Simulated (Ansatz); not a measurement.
B(NH3)Et3 (C₆H₁₈BN) was relaxed with PBE-D4 (def2-SVP) in Ansatz in these states: charge +1 doublet, neutral singlet. The geometries follow in no particular order.

A:

| atom | x (Å) | y (Å) | z (Å) |
| --- | --- | --- | --- |
| B1 | -0.056 | 0.122 | -0.064 |
| N2 | -1.236 | 0.494 | 0.984 |
| H3 | -1.708 | -0.330 | 1.391 |
| H4 | -1.967 | 1.045 | 0.503 |
| H5 | -0.892 | 1.083 | 1.763 |
| C6 | 0.886 | 1.388 | -0.292 |
| C7 | 1.549 | 2.030 | 0.934 |
| H8 | 0.252 | 2.162 | -0.793 |
| H9 | 1.659 | 1.126 | -1.045 |
| H10 | 2.117 | 2.944 | 0.670 |
| H11 | 0.818 | 2.344 | 1.713 |
| H12 | 2.274 | 1.340 | 1.417 |
| C13 | -0.700 | -0.728 | -1.317 |
| C14 | -1.434 | 0.271 | -2.233 |
| H15 | -1.389 | -1.517 | -0.952 |
| H16 | 0.104 | -1.238 | -1.882 |
| H17 | -1.929 | -0.305 | -3.047 |
| H18 | -2.238 | 0.843 | -1.722 |
| H19 | -0.746 | 0.996 | -2.708 |
| C20 | 0.934 | -1.183 | 0.690 |
| C21 | 0.285 | -2.489 | 1.017 |
| H22 | 1.182 | -0.548 | 1.573 |
| H23 | 1.803 | -1.256 | 0.011 |
| H24 | 0.998 | -3.086 | 1.638 |
| H25 | -0.638 | -2.400 | 1.626 |
| H26 | 0.073 | -3.107 | 0.123 |

B:

```tsv
atom	x (Å)	y (Å)	z (Å)
B1	0.043	0.040	-0.083
N2	-0.673	-0.612	1.280
H3	-0.930	0.128	1.950
H4	-0.032	-1.264	1.755
H5	-1.529	-1.130	1.032
C6	0.143	-1.203	-1.142
C7	-1.182	-1.802	-1.633
H8	0.775	-2.025	-0.726
H9	0.717	-0.836	-2.023
H10	-1.046	-2.663	-2.322
H11	-1.816	-2.186	-0.797
H12	-1.801	-1.053	-2.169
C13	1.499	0.586	0.428
C14	2.495	-0.468	0.933
H15	1.373	1.366	1.217
H16	1.961	1.132	-0.427
H17	3.448	-0.031	1.298
H18	2.093	-1.064	1.788
H19	2.756	-1.203	0.143
C20	-0.970	1.231	-0.564
C21	-1.154	2.413	0.398
H22	-1.976	0.816	-0.815
H23	-0.583	1.617	-1.534
H24	-1.879	3.170	0.029
H25	-1.535	2.098	1.399
H26	-0.198	2.945	0.587
```

**Question.** Judge from the bond lengths which geometry belongs to which state (an estimate).

**Answer.** A is the charge +1 doublet (B1–C20 1.803 Å, B1–N2 1.621 Å, B1–C6 1.595 Å); B is the neutral singlet (B1–C20 1.636 Å, B1–N2 1.671 Å, B1–C6 1.636 Å).
